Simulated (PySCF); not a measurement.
**SnP, PBE0: how much the basis matters**

PySCF, UKS reference; doublet, unpaired electrons π ↑; De to Sn + P without counterpoise correction.

```
                 basis                           relativity  functions  Re (Å)  ωe (cm⁻¹)  De (eV)  μ (D)
cc-pVDZ-PP/cc-pV(D+d)Z  scalar-relativistic core potentials         46   2.349        417     2.72  -2.14
             def2-SVPD  scalar-relativistic core potentials         56   2.353        417     2.79  -2.23
          x2c-TZVPPall                        spin-free X2C        102   2.337        424     2.85  -2.23
```

**Question.** How does each smaller set differ from the one with most functions, x2c-TZVPPall?

**Answer.** cc-pVDZ-PP/cc-pV(D+d)Z: +1.2 pm, -1.7 % in ωe, -0.13 eV in De; def2-SVPD: +1.6 pm, -1.7 % in ωe, -0.06 eV in De. All at PBE0; the set with most functions is neither the basis-set limit nor always the best. The rows treat relativity differently, so the differences are not basis effects alone.

A positive dipole means Sn(−)P(+). These are scalar-relativistic numbers at best; spin–orbit coupling would shift them, the dissociation energy most. The state was picked by a PBE0 search and need not be the measured ground state.
